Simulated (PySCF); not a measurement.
C4H8O2S, SMILES O=S1(=O)CCCC1, singlet (GFN2-xTB optimised geometry):

```
15

O     -2.074     0.084    -2.328
S     -1.138    -0.749    -1.623
O     -1.477    -2.136    -1.463
C      0.531    -0.594    -2.361
C      1.224     0.366    -1.419
C      0.777    -0.001     0.000
C     -0.736    -0.001     0.000
H      0.973    -1.586    -2.353
H      0.428    -0.226    -3.375
H      2.309     0.311    -1.511
H      0.911     1.388    -1.644
H      1.181     0.704     0.728
H      1.143    -0.999     0.247
H     -1.181    -0.608     0.780
H     -1.158     0.999     0.000
```

Calculation: B3LYP/def2-TZVP (PySCF).

### Question
What are the frontier orbital energies and the dipole moment?

### Answer
HOMO-2 -8.73 eV, HOMO-1 -8.29 eV, HOMO -7.86 eV, LUMO 0.30 eV, LUMO+1 0.79 eV; dipole moment 5.23 D.

Meta-Löwdin charges at B3LYP/def2-TZVP: O1 -0.84, S2 1.81, O3 -0.84, C4 -0.39, C5 -0.19, C6 -0.19, C7 -0.39, H8 0.14, H9 0.14, H10 0.12, H11 0.11, H12 0.12, H13 0.11, H14 0.14, H15 0.14.
